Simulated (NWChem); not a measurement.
System: C$_{3}$H$_{7}$NSi; SMILES C[C@@H]1N=C[SiH2]1

NWChem input:

```
start job
memory heap 200 mb stack 900 mb global 1100 mb
geometry units angstroms noautosym nocenter noautoz
  C      0.487614    -1.940807    -0.280355
  C      0.052512    -0.704256     0.479239
  N     -1.312590    -0.250107     0.096656
  C     -1.166516     0.978843    -0.250312
  Si     0.697848     1.045613     0.013368
  H      0.531873    -1.756458    -1.365252
  H      1.483782    -2.273967     0.048368
  H     -0.224362    -2.764588    -0.111359
  H      0.057934    -0.913277     1.563385
  H     -2.025175     1.584658    -0.574508
  H      1.259843     1.952465     1.065396
  H      1.559809     1.160147    -1.206312
end
basis spherical
  * library sto-3g
end
dft
  xc b3lyp
  iterations 150
end
property
  response 1 0.0773
end
task dft property
```

Output (shortened):

```
             Northwest Computational Chemistry Package (NWChem) 7.3.0
             --------------------------------------------------------

                             Geometry "geometry" -> ""
                             -------------------------

 Output coordinates in angstroms (scale by  1.889725989 to convert to a.u.)

  No.       Tag          Charge          X              Y              Z
 ---- ---------------- ---------- -------------- -------------- --------------
    1 C                    6.0000     0.48761400    -1.94080700    -0.28035500
    2 C                    6.0000     0.05251200    -0.70425600     0.47923900
    3 N                    7.0000    -1.31259000    -0.25010700     0.09665600
    4 C                    6.0000    -1.16651600     0.97884300    -0.25031200
    5 Si                  14.0000     0.69784800     1.04561300     0.01336800
    6 H                    1.0000     0.53187300    -1.75645800    -1.36525200
    7 H                    1.0000     1.48378200    -2.27396700     0.04836800
    8 H                    1.0000    -0.22436200    -2.76458800    -0.11135900
    9 H                    1.0000     0.05793400    -0.91327700     1.56338500
   10 H                    1.0000    -2.02517500     1.58465800    -0.57450800
   11 H                    1.0000     1.25984300     1.95246500     1.06539600
   12 H                    1.0000     1.55980900     1.16014700    -1.20631200

 Effective nuclear repulsion energy (a.u.)     217.5474247834

                              NWChem Property Module
                              ----------------------

                                 NWChem DFT Module
                                 -----------------

 Summary of "ao basis" -> "ao basis" (spherical)
 ------------------------------------------------------------------------------
       Tag                 Description            Shells   Functions and Types
 ---------------- ------------------------------  ------  ---------------------
 C                           sto-3g                  3        5   2s1p
 N                           sto-3g                  3        5   2s1p
 Si                          sto-3g                  5        9   3s2p
 H                           sto-3g                  1        1   1s

            General Information
            -------------------
          SCF calculation type: DFT
          Wavefunction type:  closed shell.
          No. of atoms     :    12
          No. of electrons :    46
           Alpha electrons :    23
            Beta electrons :    23
          Charge           :     0
          Spin multiplicity:     1
          Use of symmetry is: off; symmetry adaption is: off
          Maximum number of iterations: 150
          AO basis - number of functions:    36
                     number of shells:    24
          Convergence on energy requested:  1.00D-06
          Convergence on density requested:  1.00D-05
          Convergence on gradient requested:  5.00D-04

              XC Information
              --------------
                         B3LYP Method XC Potential
                     Hartree-Fock (Exact) Exchange  0.200
                        Slater Exchange Functional  0.800 local
                    Becke 1988 Exchange Functional  0.720 non-local
              Lee-Yang-Parr Correlation Functional  0.810
                  VWN I RPA Correlation Functional  0.190 local

             Grid Information
             ----------------
          Grid used for XC integration:  medium
          Radial quadrature: Mura-Knowles
          Angular quadrature: Lebedev.
          Tag              B.-S. Rad. Rad. Pts. Rad. Cut. Ang. Pts.
          ---              ---------- --------- --------- ---------
          C                   0.70       49          11.0       434
          N                   0.65       49           9.0       434
          Si                  1.10       88          10.0       590
          H                   0.35       45          12.0       434
          Grid pruning is: on
          Number of quadrature shells:   599
          Spatial weights used:  Erf1

      Superposition of Atomic Density Guess
      -------------------------------------

 Sum of atomic energies:        -453.86797554

      Non-variational initial energy
      ------------------------------

 Total energy =    -454.715449
 1-e energy   =   -1063.467163
 2-e energy   =     391.204289
 HOMO         =      -0.088140
 LUMO         =       0.196100

   convergence    iter        energy       DeltaE   RMS-Dens  Diis-err
 ---------------- ----- ----------------- --------- --------- ---------
 d= 0,ls=0.0,diis     1   -457.1432116161 -6.75D+02  4.30D-02  5.38D-01
 d= 0,ls=0.0,diis     2   -457.0277731476  1.15D-01  2.96D-02  1.34D+00
 d= 0,ls=0.0,diis     3   -457.2261941432 -1.98D-01  5.92D-03  2.56D-02
 d= 0,ls=0.0,diis     4   -457.2293824499 -3.19D-03  2.21D-03  5.84D-03
 d= 0,ls=0.0,diis     5   -457.2303195620 -9.37D-04  3.54D-04  9.89D-05
  Resetting Diis
 d= 0,ls=0.0,diis     6   -457.2303351122 -1.56D-05  9.11D-05  7.69D-06
 d= 0,ls=0.0,diis     7   -457.2303363014 -1.19D-06  4.00D-05  4.24D-07
 d= 0,ls=0.0,diis     8   -457.2303362323  6.91D-08  2.51D-05  9.24D-07
 d= 0,ls=0.0,diis     9   -457.2303363639 -1.32D-07  5.72D-06  5.15D-08

         Total DFT energy =     -457.230336363909
      One electron energy =    -1061.213533079254
           Coulomb energy =      433.199995293672
    Exchange-Corr. energy =      -46.764223361683
 Nuclear repulsion energy =      217.547424783356

 Numeric. integr. density =       46.000025824817

                       DFT Final Molecular Orbital Analysis
                       ------------------------------------

 Vector   21  Occ=2.000000D+00  E=-2.367917D-01
              MO Center= -7.7D-02,  3.2D-02,  7.8D-02, r^2= 2.9D+00
   Bfn.  Coefficient  Atom+Function         Bfn.  Coefficient  Atom+Function
  ----- ------------  ---------------      ----- ------------  ---------------
     9      0.460831   2 C  py               28     -0.353069   5 Si py
    18     -0.313963   4 C  px                4     -0.256494   1 C  py
    17     -0.233011   4 C  s                34      0.211126  10 H  s
    32      0.208664   8 H  s                20     -0.204178   4 C  pz
     7      0.192405   2 C  s                15     -0.166954   3 N  pz

 Vector   22  Occ=2.000000D+00  E=-2.250306D-01
              MO Center= -8.3D-01,  2.1D-01,  1.5D-02, r^2= 2.3D+00
   Bfn.  Coefficient  Atom+Function         Bfn.  Coefficient  Atom+Function
  ----- ------------  ---------------      ----- ------------  ---------------
    20      0.531326   4 C  pz               15      0.526535   3 N  pz
    33     -0.248788   9 H  s                10     -0.186520   2 C  pz
    18     -0.184014   4 C  px               14      0.176050   3 N  py
    35     -0.155248  11 H  s                19      0.149080   4 C  py
    36      0.137900  12 H  s                28     -0.127034   5 Si py

 Vector   23  Occ=2.000000D+00  E=-1.304710D-01
              MO Center= -1.0D+00, -5.4D-02,  8.7D-02, r^2= 2.1D+00
   Bfn.  Coefficient  Atom+Function         Bfn.  Coefficient  Atom+Function
  ----- ------------  ---------------      ----- ------------  ---------------
    13      0.631660   3 N  px               12     -0.450226   3 N  s
    14      0.384576   3 N  py                8     -0.287932   2 C  px
    26     -0.278283   5 Si s                27      0.232268   5 Si px
    19     -0.194024   4 C  py               35      0.188534  11 H  s
    36      0.172304  12 H  s                18     -0.163037   4 C  px

 Vector   24  Occ=0.000000D+00  E= 1.027993D-01
              MO Center= -1.1D+00,  3.9D-01, -6.3D-02, r^2= 1.6D+00
   Bfn.  Coefficient  Atom+Function         Bfn.  Coefficient  Atom+Function
  ----- ------------  ---------------      ----- ------------  ---------------
    15      0.736739   3 N  pz               20     -0.721757   4 C  pz
    14      0.222376   3 N  py               19     -0.219879   4 C  py
    36     -0.176764  12 H  s                29     -0.156880   5 Si pz
    35      0.157122  11 H  s                33     -0.133708   9 H  s
    13     -0.131384   3 N  px               18      0.112258   4 C  px

 Vector   25  Occ=0.000000D+00  E= 1.985079D-01
              MO Center=  4.7D-01,  7.4D-01,  5.6D-02, r^2= 2.0D+00
   Bfn.  Coefficient  Atom+Function         Bfn.  Coefficient  Atom+Function
  ----- ------------  ---------------      ----- ------------  ---------------
    28      0.747299   5 Si py               27     -0.596453   5 Si px
    17     -0.487609   4 C  s                 7      0.467573   2 C  s
     9      0.422644   2 C  py               29     -0.363181   5 Si pz
    18     -0.340505   4 C  px               24     -0.230172   5 Si py
     8      0.200625   2 C  px               23      0.183087   5 Si px

 Vector   26  Occ=0.000000D+00  E= 2.355329D-01
              MO Center=  4.7D-01,  8.9D-01,  8.6D-02, r^2= 3.0D+00
   Bfn.  Coefficient  Atom+Function         Bfn.  Coefficient  Atom+Function
  ----- ------------  ---------------      ----- ------------  ---------------
    26      1.120915   5 Si s                35     -0.632003  11 H  s
    36     -0.539441  12 H  s                 8     -0.468858   2 C  px
    17     -0.409412   4 C  s                18     -0.361285   4 C  px
    19     -0.270484   4 C  py               12     -0.227651   3 N  s
    22     -0.226458   5 Si s                 9     -0.221042   2 C  py

     Multipole analysis of the density
     ---------------------------------

     L   x y z        total         alpha         beta         nuclear
     -   - - -        -----         -----         ----         -------
     0   0 0 0     -0.000000    -23.000000    -23.000000     46.000000

     1   1 0 0      0.766708      0.886866      0.886866     -1.007024
     1   0 1 0      0.402564      0.315145      0.315145     -0.227725
     1   0 0 1      0.014892      0.031168      0.031168     -0.047443

     2   2 0 0    -28.255273    -84.023319    -84.023319    139.791366
     2   1 1 0     -1.437765      4.491841      4.491841    -10.421446
     2   1 0 1      0.511724     -0.477130     -0.477130      1.465984
     2   0 2 0    -25.409500   -140.319433   -140.319433    255.229365
     2   0 1 1     -0.362228     -1.492317     -1.492317      2.622406
     2   0 0 2    -26.021940    -30.038861    -30.038861     34.055781

 *** CALLING NEW AORESP DRIVER FOR CLOSED AND OPEN SHELLS ***
 Entering AOResponse driver routine

--------------------------------------------------------------------------------

          -----------------------------------------------
          Solving response equations for perturbing field
          -----------------------------------------------

 number of frequencies:     1
 frequency in a.u.:  0.7730000E-01
 Perturbing field: electric
 Using El. Dipole Length Gauge

 Setting up CPKS with frequency omega =      0.07730000 a.u.

                            NWChem Dynamic CPHF Module
                            --------------------------

    scftype = RHF
    nclosed =   23
      nopen =    0
  variables =      598
  num. vecs =        3
  tolerance =   1.0D-04
  max. iter =   50

 SCF residual:    3.2244660552551965E-005

Iterative solution of linear equations
  No. of variables      598
  No. of equations        3
  Maximum subspace       30
       Convergence  1.0D-04

   iter   nsub   residual    time
   ----  ------  --------  ---------
     1      3    8.40D+00      12.1
     2      6    3.79D+00      15.4
     3      9    2.82D-01      18.4
     4     12    4.63D-02      21.2
     5     15    5.55D-03      23.8
     6     18    4.51D-04      26.0
     7     21    4.52D-05      28.2

 Electric Dipole Response Matrix (nonzero elements):

              1        2        3
    1   32.1664   1.7080   0.8525
    2    1.7080  38.3303  -2.3335
    3    0.8525  -2.3335  24.1518

 ------------------------------------------
 average:        31.54950 + I       0.00000

 DFT Linear Response polarizability / au
 Frequency  =       0.0773000 / au
 Wavelength =     589.4353558 / nm
              X              Y              Z
 -----------------------------------------------
 X      32.1664086      1.7080012      0.8524897
 Y       1.7080013     38.3303055     -2.3335150
 Z       0.8525114     -2.3334741     24.1517784
 -----------------------------------------------
 Eigenvalues =      31.9606290     39.0579203     23.6299432
 Isotropic   =      31.5494975
 Anisotropic =      13.3752448
 -----------------------------------------------

 Magnetic Dipole Response Matrix (nonzero elements):
```

Level: B3LYP/STO-3G. STO-3G and 3-21G are far too small for this property and stand as cheap habits. The geometry was optimised at PBE0/def2-SVP. Not confirmed as a minimum by frequencies.
